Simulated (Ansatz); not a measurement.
Total energies of Li₄H₄ (the lowest singlet isomer of a short search) from Ansatz at PBE0-D4/def2-TZVP, gas phase (1 Eh = 27.2114 eV = 2625.5 kJ/mol). The reference geometry is relaxed at r2SCAN-D4/def2-TZVP.

| atom | x (Å) | y (Å) | z (Å) |
| --- | --- | --- | --- |
| Li1 | -0.441 | -0.873 | 1.181 |
| Li2 | 1.515 | -0.135 | -0.198 |
| Li3 | -0.349 | 1.465 | 0.289 |
| Li4 | -0.725 | -0.456 | -1.272 |
| H5 | -1.617 | 0.144 | 0.211 |
| H6 | 0.372 | -1.564 | -0.309 |
| H7 | 0.774 | 0.487 | 1.358 |
| H8 | 0.471 | 0.932 | -1.260 |

```
                 state   geometry  energy (Eh)
      charge 0 singlet  reference    -32.44279
      charge 1 doublet  reference    -32.13063
free Li atom (doublet)          –     -7.46705
 free H atom (doublet)          –     -0.50104
```

Problem. Work out the vertical ionisation energy to the doublet.

Solution. E(charge 1 doublet) − E(charge 0 singlet) = -32.13063 − (-32.44279) = 0.31216 Eh = 8.49 eV. For comparison, −ε of the highest occupied level is 6.46 eV at this level, 2.03 eV less.

Problem. What is the binding energy per atom against free atoms?

Solution. Atoms: 4 × (-7.46705) + 4 × (-0.50104) = -31.87236 Eh. Binding: -31.87236 − (-32.44279) = 0.57043 Eh = 15.52 eV, or 1.94 eV for each of 8 atoms (no zero-point energy, no counterpoise term).

The structure comes from a short search, and lower isomers may exist.
